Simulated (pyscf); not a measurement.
Optimised with ωB97X-D3(BJ)/def2-SVP in PySCF. Correlated levels are frozen-core, on RHF or UHF. ΔMP2 is the change of the MP2 total energy from the triple- to the quadruple-zeta basis. Singlets are restricted, triplets unrestricted.

Singlet (Å):
```xyz
6

Si    -2.5756     0.5723     0.9258
O     -0.9220     0.6102     0.7345
P      0.2461    -0.3272    -0.0105
H     -2.8392    -0.6714     0.0374
H     -0.5983    -1.0931    -0.8798
H      0.6015     0.5857    -1.0502
```

Triplet (Å):
```xyz
6

Si    -0.8069     1.1776    -0.8615
O      0.7463     0.8051    -0.3626
P      1.3869    -0.4736     0.4991
H     -1.4915     2.2410    -0.0512
H      1.3726    -1.4754    -0.5228
H      0.1905    -0.9952     1.0930
```

Problem. For these two minima of :HSi–O–PH₂ (SMILES [SiH]OP), which spin state lies lower at CCSD(T)/def2-TZVPP + ΔMP2(QZVPP), and by how much (electronic energies)?

Solution. The singlet, by 39.5 kcal/mol. Zero-point energy shifts E(triplet) − E(singlet) by -0.4 kcal/mol. :HSi–O–PH₂ [singlet] lies 16.3 kcal/mol over its isomer HO–SiH=PH, and others may lie lower still (electronic energy, ωB97M-D3(BJ)). 

E(triplet) − E(singlet) by level (kcal/mol):

| level | gap |
|---|---|
| ωB97X-D3(BJ)/def2-TZVP | +40.0 |
| PBE/def2-TZVP | +34.6 |
| r²SCAN/def2-TZVP | +29.8 |
| B3LYP-D3(BJ)/def2-TZVP | +38.6 |
| PBE0-D3(BJ)/def2-TZVP | +33.6 |
| M06-2X/def2-TZVP | +37.1 |
| ωB97M-D3(BJ)/def2-TZVP | +44.0 |
| HF/def2-TZVP | +21.5 |
| MP2/def2-QZVPP | +37.0 |
| CCSD/def2-TZVPP | +38.1 |
| CCSD(T)/def2-TZVPP | +38.8 |
| CCSD(T)/def2-TZVPP + ΔMP2(QZVPP) | +39.5 |

The triplet is the lowest one reached from the SCF start used. The CCSD(T) − MP2 part came from Ansatz, without density fitting, on the same reference.
